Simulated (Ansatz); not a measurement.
Program: Ansatz. Geometries: PBE0-D4/def2-TZVP. ΔE: electronic, gas phase. CCSD(T)/CBS is the MP2 limit (def2-TZVPP, def2-QZVPP) plus CCSD(T) − MP2 in def2-TZVPP, frozen cores. This one scheme is used for every species. DFT in def2-TZVPP. B3LYP here is the variant with VWN-RPA as its local correlation; programs differ in this. Each species was taken in one conformer, which may not be the lowest.

Consider the ligand exchange at the Si–O bond: `O[SiH2]O[SiH](F)F` + H–F → `F[SiH](F)F` + `O[SiH2]O`.

```
             level  ΔE (kJ/mol)
           ωB97X-V        -22.0
            r2SCAN        -25.9
              PBE0        -23.8
             B3LYP        -27.0
     HF/def2-TZVPP        -21.0
   CCSD/def2-TZVPP        -19.3
     HF/def2-QZVPP        -20.9
SCS-MP2/def2-QZVPP        -19.6
```

Task: What does CCSD(T)/CBS give? (An estimate is asked.)

Result: The calculation gave: -17.5 kJ/mol. The listed levels differ from it by -4.5, -8.4, -6.3, -9.5, -3.5, -1.8, -3.4, -2.1 kJ/mol.

Largest T1 diagnostic among the species: 0.012.

The D4 term adds +9.0 kJ/mol with B3LYP and +5.2 kJ/mol with PBE0; it sums over pairs of atoms, weighted by their polarisabilities, and B3LYP, whose exchange is more repulsive, gets the larger term. From PBE to PBE0 (25 % exact exchange), in def2-TZVPP and without D4, ΔE moves by +4.7 kJ/mol.
